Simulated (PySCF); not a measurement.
**Question.** Give a PBE0-D3(BJ)/def2-SVP geometry of `C=CC[C@H](Cl)C1=CC(=C)C1=C`.

**Answer.** 
```xyz
22
C10H11Cl angstrom
C      2.8502   -1.7431   -0.1474
C      1.9774   -0.8288    0.2786
C      2.0363    0.6225   -0.0820
C      0.8801    1.0706   -0.9881
Cl     1.1213    2.8074   -1.3989
C     -0.4680    0.8782   -0.3954
C     -1.3724    1.6901    0.2237
C     -2.3323    0.5878    0.4322
C     -3.5365    0.4326    0.9844
C     -1.3494   -0.3120   -0.2663
C     -1.3141   -1.5961   -0.6244
H      3.6871   -1.4724   -0.7999
H      2.7668   -2.7925    0.1467
H      1.1513   -1.1398    0.9281
H      2.9781    0.8488   -0.6047
H      2.0036    1.2457    0.8272
H      0.9375    0.5227   -1.9416
H     -1.3830    2.7577    0.4467
H     -4.0292   -0.5424    0.9935
H     -4.0627    1.2741    1.4410
H     -2.1546   -2.2589   -0.4056
H     -0.4494   -2.0191   -1.1414
```

Any rigid rotation of these coordinates is as good. Atoms count from 1 in this order. Of the pairs four or more bonds apart, C10···H14 is among the closest relative to their van der Waals radii: 2.89 Å, 100 % of the sum of Bondi's values. The 4-membered ring C6–C7–C8–C10 has internal angles of 87.1° to 92.9°; it is planar, 0.00 Å rms from its mean plane, widest ring torsion 1°. The C–C distances run from 1.334 Å (C10=C11, drawn double) to 1.536 Å (C3–C4, drawn single), a spread of 0.202 Å.

Bonds between heavy atoms (Å): C1=C2 1.334, C2–C3 1.497, C3–C4 1.536, C4–Cl5 1.801, C4–C6 1.485, C6=C7 1.364, C7–C8 1.476, C8=C9 1.334, C8–C10 1.505, C10=C11 1.334, C6–C10 1.487.

Computed with PBE0-D3(BJ)/def2-SVP geometry optimisation, gas phase in PySCF 2.14.0.

Point group: C1 (no symmetry element, even within 0.4 Å). Whether it is a minimum is left open (no frequencies). The numbers are those of one conformer (C1–C2–C3–C4 112°, C2–C3–C4–Cl5 -177°, C3–C4–C6–C7 100°).
